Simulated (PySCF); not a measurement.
Compound: C₅H₁₂P₂.
InChI=1S/C5H12P2/c1-3-4-7(2)5-6/h3-4H,5-6H2,1-2H3/b4-3+

Computed, not measured: TDDFT B3LYP/def2-SVPD, vertical, gas phase, core orbitals frozen in the response (PySCF 2.14.0, density-fitted response routines). Isolated species at its GFN2-xTB geometry (one conformer only).

Broadening: Gaussians 0.3 eV wide at half height, area fixed by f = 4.319×10⁻⁹ ∫ε dν̃. The width is an assumption, not a result. The curve ends short of the highest state used, and states not computed would add to its high-energy end.

```json
{"E (eV)": "4.71", "ε (L mol⁻¹ cm⁻¹)": "1"}
{"E (eV)": "4.74", "ε (L mol⁻¹ cm⁻¹)": "3"}
{"E (eV)": "4.78", "ε (L mol⁻¹ cm⁻¹)": "8"}
{"E (eV)": "4.82", "ε (L mol⁻¹ cm⁻¹)": "19"}
{"E (eV)": "4.86", "ε (L mol⁻¹ cm⁻¹)": "40"}
{"E (eV)": "4.90", "ε (L mol⁻¹ cm⁻¹)": "80"}
{"E (eV)": "4.94", "ε (L mol⁻¹ cm⁻¹)": "142"}
{"E (eV)": "4.98", "ε (L mol⁻¹ cm⁻¹)": "230"}
{"E (eV)": "5.02", "ε (L mol⁻¹ cm⁻¹)": "337"}
{"E (eV)": "5.06", "ε (L mol⁻¹ cm⁻¹)": "448"}
{"E (eV)": "5.10", "ε (L mol⁻¹ cm⁻¹)": "539"}
{"E (eV)": "5.14", "ε (L mol⁻¹ cm⁻¹)": "587"}
{"E (eV)": "5.18", "ε (L mol⁻¹ cm⁻¹)": "580"}
{"E (eV)": "5.22", "ε (L mol⁻¹ cm⁻¹)": "519"}
{"E (eV)": "5.26", "ε (L mol⁻¹ cm⁻¹)": "421"}
{"E (eV)": "5.30", "ε (L mol⁻¹ cm⁻¹)": "310"}
{"E (eV)": "5.34", "ε (L mol⁻¹ cm⁻¹)": "206"}
{"E (eV)": "5.38", "ε (L mol⁻¹ cm⁻¹)": "125"}
{"E (eV)": "5.42", "ε (L mol⁻¹ cm⁻¹)": "69"}
{"E (eV)": "5.46", "ε (L mol⁻¹ cm⁻¹)": "35"}
{"E (eV)": "5.50", "ε (L mol⁻¹ cm⁻¹)": "20"}
{"E (eV)": "5.54", "ε (L mol⁻¹ cm⁻¹)": "21"}
{"E (eV)": "5.58", "ε (L mol⁻¹ cm⁻¹)": "43"}
{"E (eV)": "5.62", "ε (L mol⁻¹ cm⁻¹)": "102"}
{"E (eV)": "5.66", "ε (L mol⁻¹ cm⁻¹)": "228"}
{"E (eV)": "5.70", "ε (L mol⁻¹ cm⁻¹)": "466"}
{"E (eV)": "5.74", "ε (L mol⁻¹ cm⁻¹)": "871"}
{"E (eV)": "5.78", "ε (L mol⁻¹ cm⁻¹)": "1483"}
{"E (eV)": "5.82", "ε (L mol⁻¹ cm⁻¹)": "2305"}
{"E (eV)": "5.86", "ε (L mol⁻¹ cm⁻¹)": "3272"}
{"E (eV)": "5.90", "ε (L mol⁻¹ cm⁻¹)": "4245"}
{"E (eV)": "5.94", "ε (L mol⁻¹ cm⁻¹)": "5044"}
{"E (eV)": "5.98", "ε (L mol⁻¹ cm⁻¹)": "5512"}
{"E (eV)": "6.02", "ε (L mol⁻¹ cm⁻¹)": "5580"}
{"E (eV)": "6.06", "ε (L mol⁻¹ cm⁻¹)": "5310"}
{"E (eV)": "6.09", "ε (L mol⁻¹ cm⁻¹)": "4987"}
```

(1) Locate the maxima and give the states behind the curve.

(2) Coming from long wavelengths, where does ε first pass 100 L mol⁻¹ cm⁻¹?

(3) On this curve, what absorbance would a 10⁻⁵ mol/L sample give at 222 nm over a 1 cm path?

Results:

(1) 241 nm (5.15 eV), ε about 590, made up of S1 (100%); 206 nm (6.01 eV), ε about 5600, made up of S2 (30%) and S3 (65%) (ε in L mol⁻¹ cm⁻¹; maxima over ε = 5, shares over 10%). The states used: S1 5.16 eV (f 0.0066); S2 5.95 eV (f 0.021); S3 6.01 eV (f 0.040); S4 6.22 eV (f 0.010); S5 6.35 eV (f 0.031); S6 6.44 eV (f 0.031); S7 6.66 eV (f 0.165); S8 6.69 eV (f 0.246).

(2) At about 252 nm (4.92 eV), 0.24 eV below S1.

(3) 222 nm is 5.585 eV, where ε is about 48 L mol⁻¹ cm⁻¹, so A = ε c l ≈ 0.00048 (Beer–Lambert, with the gas-phase spectrum and the assumed width).

The run took about 2.3 min of CPU time (one thread, shared machine).
